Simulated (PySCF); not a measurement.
(E)-1,1-difluorobut-2-ene (C₄H₆F₂), SMILES C/C=C/C(F)F. Geometry optimised at PBE-D3(BJ)/def2-SVP. One conformer was computed; it need not be the lowest.

Computed equilibrium geometry at PBE-D3(BJ)/def2-SVP (PySCF confirms it by a frequency run) as Cartesian coordinates in Å (one conformer of several):
```xyz
12

C     -2.7051     0.4716    -0.2321
C     -1.2324     0.5453     0.0179
C     -0.3088    -0.2704    -0.5208
C      1.1603    -0.1657    -0.2407
F      1.4273     0.7895     0.7030
F      1.6334    -1.3696     0.2287
H     -3.2598     0.3146     0.7179
H     -2.9713    -0.3475    -0.9287
H     -3.0858     1.4267    -0.6540
H     -0.8779     1.3351     0.7037
H     -0.5914    -1.0784    -1.2178
H      1.7552     0.0855    -1.1524
```
